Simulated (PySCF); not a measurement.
CH3FOSi, neutral, multiplicity 1. Atoms are numbered in the order given.

```xyz
7

Si     0.6031    -0.8801     0.0000
F     -1.0259    -1.1649     0.0000
O      0.6392     0.7768     0.0000
C     -0.3941     1.7551     0.0000
H     -1.3894     1.2852     0.0000
H     -0.2850     2.3878    -0.8941
H     -0.2850     2.3878     0.8941
```

Coordinates come from a TPSSh-D3(BJ)/def2-SVP optimisation. One conformer was computed; it need not be the lowest.

Method: M06-2X/def2-TZVPD (PySCF).

The molecule is in vacuum.

Q: Estimate the frontier levels, gap, dipole moment and polarisability. (The exact figures need the calculation; the answer reports its results.)

A: 
| Item | Result |
|---|---|
| highest occupied level | -8.92 eV |
| lowest empty level | -0.82 eV |
| orbital gap | 8.10 eV |
| dipole moment | 1.15 D |
| quadrupole, principal values (traceless, Buckingham form, about the centre of nuclear charge) | -6.33, 2.90, 3.43 D·Å |
| mean static polarisability | 45.7 bohr³ (6.77 Å³) |
| polarisability, principal values | 41.4, 41.8, 53.9 bohr³ |
